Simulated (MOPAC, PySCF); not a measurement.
C3H2F2, SMILES `FC=C=CF`, neutral singlet in the gas phase. 

Cartesian coordinates (Å):
```xyz
7

F     -2.1371     0.7993    -0.5145
C     -1.2955    -0.0169     0.1693
C      0.0000     0.0010     0.0001
C      1.2934    -0.0723    -0.1711
F      2.1725     0.6745     0.5440
H     -1.8344    -0.6667     0.8632
H      1.8010    -0.7188    -0.8911
```
Charge 0, multiplicity 1.

All levels are single points at this geometry (PBE-D3(BJ)/def2-TZVP); Pople sets use spherical d functions. Orbital energies aren't observables, and empty levels follow the basis.

B3LYP/6-311+G** in PySCF gives dipole (D) = 1.95.

Q: Estimate the dipole (D) from each of these levels: PBE-D3(BJ)/def2-TZVP in PySCF; PBE/6-31G* in PySCF; HF/3-21G in PySCF; AM1 in MOPAC; PM6 in MOPAC.

A: 
| level | dipole (D) |
|---|---|
| PBE-D3(BJ)/def2-TZVP in PySCF | 1.62 |
| PBE/6-31G* in PySCF | 1.45 |
| HF/3-21G in PySCF | 2.31 |
| AM1 in MOPAC | 1.75 |
| PM6 in MOPAC | 1.76 |
